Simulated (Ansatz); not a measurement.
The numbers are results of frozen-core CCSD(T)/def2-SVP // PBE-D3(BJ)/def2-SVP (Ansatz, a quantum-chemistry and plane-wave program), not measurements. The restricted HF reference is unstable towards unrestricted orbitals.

Ansatz 0.2 input:
```yaml
crystal:
  periodic: [false, false, false]
  atoms:
    - { symbol: C, position_ang: [3.284115, -0.275741, 0.362542] }
    - { symbol: C, position_ang: [3.16527, 0.960591, -0.226226] }
    - { symbol: C, position_ang: [1.954995, 1.626261, -0.627074] }
    - { symbol: C, position_ang: [0.643852, 1.220245, -0.530669] }
    - { symbol: C, position_ang: [0.051303, 0.004604, -0.000675] }
    - { symbol: C, position_ang: [-1.348571, -0.14345, -0.029] }
    - { symbol: C, position_ang: [-2.320854, 0.818355, -0.546681] }
    - { symbol: C, position_ang: [-3.581587, 0.283322, -0.384074] }
    - { symbol: C, position_ang: [-3.45556, -1.027983, 0.240701] }
    - { symbol: C, position_ang: [-2.118421, -1.288009, 0.456552] }
    - { symbol: C, position_ang: [0.863337, -1.062961, 0.556769] }
    - { symbol: C, position_ang: [2.225174, -1.184265, 0.711477] }
    - { symbol: H, position_ang: [4.304452, -0.619349, 0.59881] }
    - { symbol: H, position_ang: [4.099421, 1.513694, -0.417064] }
    - { symbol: H, position_ang: [2.106133, 2.619094, -1.082308] }
    - { symbol: H, position_ang: [-0.087977, 1.941433, -0.922916] }
    - { symbol: H, position_ang: [-2.097177, 1.796063, -0.989727] }
    - { symbol: H, position_ang: [-4.528035, 0.75977, -0.673795] }
    - { symbol: H, position_ang: [-4.29235, -1.692799, 0.494686] }
    - { symbol: H, position_ang: [-1.713279, -2.198875, 0.913081] }
    - { symbol: H, position_ang: [0.283578, -1.924739, 0.918401] }
    - { symbol: H, position_ang: [2.562082, -2.125261, 1.177091] }
basis:
  gaussian: { orbitals: def2-SVP }
correlation:
  method: ccsd_t
```

Output:

```
Functional definition: HF
2277 factors; integrals over basis functions are off by at most 1.2e-3 eV
mean field evaluation 1: about -12505.3525 eV, gradient 4.3e1 eV
mean field evaluation 2: about -12505.3707 eV, gradient 4.3e1 eV
mean field evaluation 4: about -12511.6260 eV, gradient 7.9e0 eV
mean field evaluation 8: about -12511.8669 eV, gradient 2.2e-1 eV
mean field evaluation 16: about -12511.6140 eV, gradient 7.9e0 eV
mean field evaluation 32: about -12488.6018 eV, gradient 5.3e0 eV
mean field evaluation 64: about -12501.7321 eV, gradient 2.9e1 eV
mean field -12511.86670074 eV, -459.8026204043 hartree, gradient 2.3e-6 eV, S^2 0.000000; 1 other end points of the search recorded, 0 dependent functions left out; unrestricted orbitals would lower it
12 core orbitals not correlated
reference -12511.86670074 eV, -459.8026204043 hartree; 29, 29 occupied and 177, 177 virtual orbitals, 2277 factors
second order -42.64912979 eV of doubles, -0.00000000 eV of singles
cycle   1  -42.86921047 eV  change   -2.2e-1 eV  update   1.7e-1
cycle   2  -44.10611658 eV  change    -1.2e0 eV  update   6.2e-2
cycle   3  -44.46153509 eV  change   -3.6e-1 eV  update   2.9e-2
cycle   4  -44.48434854 eV  change   -2.3e-2 eV  update   1.2e-2
cycle   5  -44.48647141 eV  change   -2.1e-3 eV  update   6.3e-3
cycle   6  -44.48994719 eV  change   -3.5e-3 eV  update   3.0e-3
cycle   7  -44.49004554 eV  change   -9.8e-5 eV  update   1.6e-3
cycle   8  -44.48958846 eV  change    4.6e-4 eV  update   7.0e-4
cycle   9  -44.48983408 eV  change   -2.5e-4 eV  update   2.7e-4
cycle  10  -44.48996497 eV  change   -1.3e-4 eV  update   1.2e-4
cycle  11  -44.48981406 eV  change    1.5e-4 eV  update   5.9e-5
cycle  12  -44.48988488 eV  change   -7.1e-5 eV  update   3.2e-5
perturbative correction -2.17120337 eV, -0.0797902522 hartree
Total energy: -12558.52778899 eV, -461.5173837695 hartree
```

Cost: about 14 core-minutes (a rough figure).
